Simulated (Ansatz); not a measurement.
Basis-set extrapolation for `BCS[SiH2][SiH3]` (PBE0-D4/def2-TZVP geometry, frozen core, the Gaussian-basis code of Ansatz). Multiplicity 1, RHF reference.

```csv
,def2-TZVPP,def2-QZVPP
HF,-1043.240492,-1043.272795
MP2 correlation,-0.702828,-0.754910
CCSD(T) correlation,-0.815330,not run
```

Energies in hartree. Use E(X) = E(∞) + A·exp(−7.88·√X) for Hartree–Fock and E(X) = E(∞) + B·X^(−2.97) for correlation, with X = 3 and 4, and add CCSD(T) minus MP2 of the smaller set to the MP2 limit.

What is the CCSD(T) energy at the basis-set limit?

HF limit: -1043.272795 + (-0.032303) × 0.13774 = -1043.27724. MP2 limit: -0.754910 + (-0.052082) × 0.74074 = -0.79349. Higher-order term: -0.815330 − (-0.702828) = -0.11250. Total: -1044.18323 hartree, 334.5 kJ/mol below CCSD(T)/def2-TZVPP.
